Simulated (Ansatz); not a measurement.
A nudged elastic band was laid between two geometries of BF2H + H2O (7 atoms, charge 0, multiplicity 1).

All numbers below come from Ansatz, RHF/def2-SVP.

```
movable images  : 7
climbing image  : yes
spring          : 5.0 eV/Å²
optimiser       : quadratic models (default)
start path      : through a guess of the saddle point
force threshold : 0.05 eV/Å
iteration limit : 60
end points      : relaxed
```

First end point:

```xyz
7
Properties=species:S:1:pos:R:3
B -0.033 -0.220 0.044
F -0.245 -0.872 1.174
F 1.219 -0.149 -0.373
H -0.931 -0.002 -0.703
O -0.003 1.737 0.989
H 0.843 2.148 0.871
H -0.136 1.654 1.923
```

Last end point:

```xyz
7
Properties=species:S:1:pos:R:3
B 0.354 0.364 -0.486
F -1.183 0.402 2.886
F 1.182 0.734 -1.439
H -0.419 -0.521 -0.663
O 0.398 1.006 0.697
H 1.042 1.700 0.755
H -0.661 0.613 2.174
```

(1) What changes between the two ends?

(2) What energy profile does the band end with?

(3) What is the geometry of the highest image?

The band took 21 iterations and of the order of 110 core-seconds.

Answers

(1) Bonds broken: B1–F2, O5–H7. Bonds formed: B1–O5, F2–H7. BF2H + H2O becomes BFH2O + FH.

(2) It converged. The highest image is number 2 of 0 to 8, 1.51 eV above the first end and 1.32 eV above the last; the last end lies 0.19 eV above the first. Neighbouring images differ by up to 1.3 eV, so the band resolves the path poorly. A vibrational analysis at the climbing image gives one clearly imaginary mode, 1576i cm⁻¹: a first-order saddle point. The orbitals stay closed-shell, which can raise the energy where a bond breaks towards radicals; this wasn't checked here.

```tsv
image	path coordinate (Å)	energy (eV)	B1–F2 (Å)	O5–H7 (Å)	B1–O5 (Å)
0	0.00	0.00	1.32	0.95	2.17
1	0.66	0.16	1.37	0.96	1.73
2	1.32	1.51	1.64	1.22	1.50
3	1.87	0.61	2.16	1.71	1.38
4	2.41	0.30	2.67	2.01	1.35
5	2.95	0.25	3.05	1.97	1.35
6	3.50	0.22	3.33	1.89	1.35
7	4.04	0.20	3.55	1.86	1.35
8	4.59	0.19	3.71	1.86	1.35
```

(3) 
```xyz
7
Properties=species:S:1:pos:R:3
B 0.016 0.282 0.068
F -0.317 -0.337 1.553
F 1.242 -0.106 -0.273
H -0.908 0.059 -0.646
O 0.014 1.599 0.777
H 0.861 2.027 0.792
H -0.195 0.773 1.651
```

Time of the run: 110 s on 1 thread of Arm Neoverse V1 (shared host), peak memory 0.12 GiB.
